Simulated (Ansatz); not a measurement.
Basis-set extrapolation for C$_{2}$H$_{2}$F$_{2}$Si, SMILES `FC1=C(F)[SiH2]1` (PBE0-D4/def2-TZVP geometry, frozen core, the Gaussian-basis code of Ansatz). Multiplicity 1, RHF reference.

```json
{"": "HF", "def2-TZVPP": "-564.731777", "def2-QZVPP": "-564.752848"}
{"": "MP2 correlation", "def2-TZVPP": "-0.912204", "def2-QZVPP": "-0.988896"}
{"": "CCSD(T) correlation", "def2-TZVPP": "-0.970008", "def2-QZVPP": "not run"}
```

Energies in hartree. Use E(X) = E(∞) + A·exp(−7.88·√X) for Hartree–Fock and E(X) = E(∞) + B·X^(−2.97) for correlation, with X = 3 and 4, and add CCSD(T) minus MP2 of the smaller set to the MP2 limit.

What is the CCSD(T) energy at the basis-set limit?

HF limit: -564.752848 + (-0.021071) × 0.13774 = -564.75575. MP2 limit: -0.988896 + (-0.076692) × 0.74074 = -1.04570. Higher-order term: -0.970008 − (-0.912204) = -0.05780. Total: -565.85925 hartree, 413.4 kJ/mol below CCSD(T)/def2-TZVPP.
